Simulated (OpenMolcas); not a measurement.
**Ni2+: moving or changing the point charges**

Ni2+ among 5 point charges of -2 e arranged as a trigonal bipyramid (D3h), 1.9 Å from the ion, with the axial distance 2.242 Å.

```json
{"Program": "OpenMolcas 26.06", "Method": "CASSCF", "Basis": "ANO-RCC-VDZP [5s4p2d1f]", "Scalar Hamiltonian": "DKH2, point nucleus", "Active space": "8 electrons in 5 orbitals (3d)", "State averaging": "2S+1 = 3 even, 10 roots; 2S+1 = 1 even, 15 roots", "Spin-orbit coupling": "RASSI with atomic mean-field integrals over the reference wave functions"}
```

Runs around this geometry, states (labels of D3, the rotations of D3h). Energies in cm-1 above the lowest state or level, χT in cm3 K/mol.

| R (Å) | q (e) | Axial / equatorial distance | Ground state | First state of that spin | First gap with spin-orbit (degeneracies) | χT at 300 K | First state of another spin |
| --- | --- | --- | --- | --- | --- | --- | --- |
| 1.9 | -1.6 | 1.18 | 3E | 3E 2155 | 0.2 (1, 1) | 2.802 | 1A1 16558 |
| 1.79 | -2 | 1.18 | 3A1 | 3A2 10.4 | 647.0 (2, 1) | 3.520 | 1A1 15280 |
| 1.9 | -2 | 1.18 | 3E | 3E 2554 | 0.3 (1, 1) | 2.711 | 1A1 16627 |
| 2.08 | -2 | 1.18 | 3E | 3E 1832 | 0.3 (1, 1) | 2.897 | 1A1 16446 |
| 1.9 | -2 | 1.27 | 3E | 3A1 1853 | 0.5 (1, 1) | 2.795 | 1A1 16104 |

Scaling the charges by -1.6 / -2 = 0.80 scales the first state of the same spin by 2155 / 2554 = 0.84; with fixed orbitals a first-order splitting would follow the charge.

The ground state changes within this set.

Without dynamic correlation the repulsion within the d shell is too large (B by tens of per cent), so at a given field states of lower spin stand too high. The ground term spreads over less than 5000 cm-1, several times less than with real ligands, so orbital moments are less quenched and χT lies further from the spin-only value than at real sites. An orbital doublet at a regular site is open to a Jahn-Teller distortion, which this geometry leaves out (holds for R = 1.9, q = -1.6, ratio = 1.18; R = 1.9, q = -2, ratio = 1.18; R = 2.08, q = -2, ratio = 1.18; R = 1.9, q = -2, ratio = 1.27). Spin-orbit coupling mixes the spin-free states strongly: the lowest level takes only 50 % from its leading state, 3A1 (holds for R = 1.79, q = -2, ratio = 1.18). Point charges carry no covalency, so the field is a model and not that of real ligands. No measured value stands beside these numbers.
